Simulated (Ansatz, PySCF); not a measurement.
Isomers of C2H8Sn: 1 is [SnH2]([CH3])[CH3], 2 is [SnH3][CH2]C; one conformer of each (the lowest of an xTB search), B3LYP-D3(BJ)/def2-TZVP minima.
Isomer 1 (charge 0, multiplicity 1):
```xyz
11

C     -1.7412     0.4253    -0.2753
Sn    -0.0420    -0.5734     0.6107
C      1.7816     0.1273    -0.3131
H     -1.7773     0.2143    -1.3433
H     -2.6650     0.0792     0.1856
H     -1.6539     1.5012    -0.1295
H      0.0036    -0.2497     2.2987
H     -0.1881    -2.2718     0.3861
H      1.7615    -0.0899    -1.3803
H      1.8766     1.2032    -0.1722
H      2.6442    -0.3658     0.1325
```
Isomer 2 (charge 0, multiplicity 1):
```xyz
11

C     -1.4263     0.2787    -0.6157
C     -0.4124    -0.6730     0.0179
Sn     1.5869     0.1606     0.1285
H     -1.5129     1.2093    -0.0507
H     -2.4220    -0.1716    -0.6563
H     -1.1468     0.5425    -1.6380
H     -0.3415    -1.6036    -0.5472
H     -0.7063    -0.9388     1.0346
H      1.5617     1.5999     1.0625
H      2.6795    -0.9497     0.8459
H      2.1401     0.5458    -1.4496
```

No zero-point or thermal terms.

Frozen-core correlation. Filled d and f shells under p-block atoms count as core.

Run with Ansatz (Gaussian orbitals); PySCF for the dispersion terms.  In def2 rows elements past Kr take small-core potentials, without spin–orbit coupling.

```
level                    electronic energy of isomer 2 less that of isomer 1 (eV)
-----------------------  --------------------------------------------------------
PBE-D3(BJ)/def2-TZVPP                                                       0.358
r2SCAN/def2-TZVPP                                                           0.382
PBE0-D3(BJ)/def2-TZVPP                                                      0.353
BHLYP-D3(BJ)/def2-TZVPP                                                     0.360
BHLYP-D4/def2-TZVPP                                                         0.360
wB97X-V/def2-TZVPP                                                          0.352
MP2/def2-SVP                                                                0.259
SCS-MP2/def2-SVP                                                       (withheld)
SCS-MP2/def2-TZVPP                                                     (withheld)
```

Question: What belongs in the gaps?

Answer: 
- SCS-MP2/def2-SVP, electronic energy of isomer 2 less that of isomer 1 (eV): 0.237
- SCS-MP2/def2-TZVPP, electronic energy of isomer 2 less that of isomer 1 (eV): 0.391

Ansatz is a quantum-chemistry and plane-wave program.
